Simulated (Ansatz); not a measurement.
Stepwise reaction of `C[SiH2]S[SiH](C)Cl` with hydrogen, as a gas-phase model of exchange steps in deposition or etching. ΔE in kJ/mol.

Isolated molecules relaxed with PBE0-D4/def2-TZVP in Ansatz; ΔE leaves out vibrations. CCSD(T)/CBS is the MP2 limit (def2-TZVPP, def2-QZVPP) plus CCSD(T) − MP2 in def2-TZVPP, frozen cores. This one scheme is used for every species. DFT in def2-TZVPP. B3LYP here is the variant with VWN-RPA as its local correlation; programs differ in this. One conformer a species, not always the lowest.

| step | reaction | PBE-D4 | B3LYP-D4 | ωB97M-V | CCSD(T)/CBS |
| --- | --- | --- | --- | --- | --- |
| 1 | `C[SiH2]S[SiH](C)Cl` + H₂ → `C[SiH2]S[SiH2]Cl` + CH₄ | -6.3 | -9.3 | -8.1 | -8.5 |
| 2 | `C[SiH2]S[SiH2]Cl` + H₂ → `[SiH3]S[SiH2]Cl` + CH₄ | -21.6 | -28.0 | -23.6 | -23.3 |

Question: By hand: ΔE of the 2 steps together at CCSD(T)/CBS.

Answer: (-8.5) + (-23.3) = -31.8 kJ/mol, or -15.9 kJ/mol a step.

In ΔE each step is lower than the one before. All are downhill at CCSD(T)/CBS. PBE-D4 differs from CCSD(T)/CBS by 1.7 to 2.2 kJ/mol a step. Isolated molecules leave out the surface, adducts and barriers. Largest T1 diagnostic: 0.011.
